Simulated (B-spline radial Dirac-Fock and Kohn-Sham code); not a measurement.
Os⁷⁺ 3p3/2: cross section and angular parameters

System: Os⁷⁺, configuration [Xe] 4f14 5d1; threshold 2556.0 eV (orbital energy of the model). Level of theory: Dirac-Hartree-Slater photoionisation with a Latter tail; cross sections with all multipoles, angular parameters from the dipole term and its interference with E2; a radial atomic solver.

For linearly polarised light dσ/dΩ = σ/(4π) [1 + β P₂(cos θ) + (δ + γ cos²θ) sin θ cos φ], with θ from the polarisation vector and φ the angle between the beam and the projection of the electron momentum on the plane normal to the polarisation.

| hν (eV) | σ (kb) | β | γ | δ |
| --- | --- | --- | --- | --- |
| 3050 | 90.6 | 1.205 | 0.331 | 0.062 |
| 3450 | 73.6 | 1.393 | 0.177 | 0.027 |
| 5070 | 35.7 | 1.630 | -0.057 | 0.011 |
| 7660 | 14.8 | 1.692 | 0.211 | 0.021 |
| 9251.7 | ? | ? | ? | ? |
| 10300 | 7.38 | 1.681 | 0.615 | 0.030 |
| 10600 | 6.88 | 1.678 | 0.660 | 0.031 |

Question: Give the values at Ga Kα (9251.7 eV).

Answer: σ = 9.54 kb, β = 1.689, γ = 0.455, δ = 0.026.

Values without a named source are computed, but for edge energies of neutral atoms, which are taken from tables.
